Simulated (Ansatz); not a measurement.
Total energies of `C=[N][InH2]`.

```xyz
7

C     0.675   -0.230    1.236
N     0.948   -0.353    0.013
In   -0.554    0.183   -1.334
H     1.425   -0.495    1.999
H    -0.283    0.134    1.655
H    -2.002    0.733   -0.563
H    -0.211    0.028   -3.005
```

Total charge 0; spin multiplicity 1. Correlated methods include outer-core shells of In, which these sets cover unevenly. In takes the def2 core potential. Geometry: relaxed with PBE0-D4/def2-TZVP. Basis def2-TZVPP, Ansatz.

RPA on PBE orbitals: Hartree–Fock energy of these orbitals -283.78891 Eh, correlation -1.02397 Eh (frozen core).

```tsv
functional	energy without D4 (Eh)	D4 term (kJ/mol)
LDA (SPW92)	-284.21911	–
r2SCAN	-285.38707	-2.6
PBE0	-285.25657	-9.4
r2SCANh	-285.36705	-2.7
BHLYP	-285.23420	-14.9
CAM-B3LYP	-285.30511	-9.6
LC-ωPBE	-285.33881	–
ωB97X-V	-285.32301	–
ωB97M-V	-285.27706	–
B2PLYP	-285.07955	–
```

Task: Give the same for PBE, revPBE, BLYP, B97M-V, B3LYP, r2SCAN0, HSE06 (plane-wave form), PBE-QIDH. (Best estimate.)

Result: Ansatz gave: 
```csv
functional,energy without D4 (Eh),D4 term (kJ/mol)
PBE,-285.25313,-11.1
revPBE,-285.39967,-32.7
BLYP,-285.29761,-24.5
B97M-V,-285.37160,–
B3LYP,-285.44848,-18.2
r2SCAN0,-285.33813,-3.1
HSE06 (plane-wave form),-285.24985,-8.8
PBE-QIDH,-285.03563,–
```

B3LYP takes the VWN-RPA correlation (the form of Gaussian; ORCA's B3LYP/G). HSE06 is the plane-wave form, built on full-range PBE exchange. The double hybrids freeze the cores in their second-order part.

LC-ωPBE has ω = 0.4 bohr⁻¹.
